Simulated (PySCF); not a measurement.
[Mn(SH)4]2- holds Mn(II), d5, at total charge -2. The structure is a PBE0-D3(BJ)/def2-TZVP, IEF-PCM water geometry optimised for multiplicity 6; coordination tetrahedral, point group S4, metal–donor distances 2.45 Å.

Method (PySCF 2.14, density fitting): CASSCF(5,5) with orbitals averaged over all microstates of the shell, strongly contracted NEVPT2 on the averaged canonical orbitals; basis x2c-TZVPall on the metal, x2c-SVPall elsewhere; spin-free X2C; IEF-PCM water; spin-orbit coupling by state interaction with the mean-field operator over all roots.

CASSCF energies above the lowest CASSCF root:

```tsv
state	CASSCF / cm⁻¹
6A (from 6A1)	0
4A (from 4T1)	26990
4E	28302
4B (from 4T2)	28844
4E	28940
4A (from 4A1)	29221
4B (from 4E)	29358
4A (from 4E)	29377
4E (from 4T1)	34718
4E (from 4T2)	35757
4B (from 4T2)	35803
4A (from 4T1)	35930
4B (from 4E)	36587
4A (from 4E)	36601
2E (from 2T2)	39693
2A (from 2T1)	40133
2B (from 2A2)	40210
2B (from 2T2)	40292
2B (from 2T2)	40726
2E	41081
2A (from 2E)	41324
2E (from 2T2)	41350
```

**Question.** How does dynamic correlation (SC-NEVPT2) move these states?

**Answer.** 
```tsv
state	NEVPT2 / cm⁻¹	shift / cm⁻¹
6A (from 6A1)	0	0
4A (from 4T1)	22794	-4196
4E	24950	-3351
4B (from 4T2)	26047	-2798
4E	26178	-2762
4A (from 4A1)	26672	-2549
4B (from 4E)	26720	-2638
4A (from 4E)	26764	-2613
4E (from 4T1)	30947	-3771
4E (from 4T2)	30901	-4856
4B (from 4T2)	30946	-4857
4A (from 4T1)	32890	-3040
4B (from 4E)	31988	-4599
4A (from 4E)	32074	-4527
2E (from 2T2)	35066	-4627
2A (from 2T1)	36068	-4065
2B (from 2A2)	36143	-4067
2B (from 2T2)	36242	-4050
2B (from 2T2)	36922	-3804
2E	37755	-3326
2A (from 2E)	38102	-3221
2E (from 2T2)	38237	-3114
```

Gaps between spin states lean to high spin in this active space.
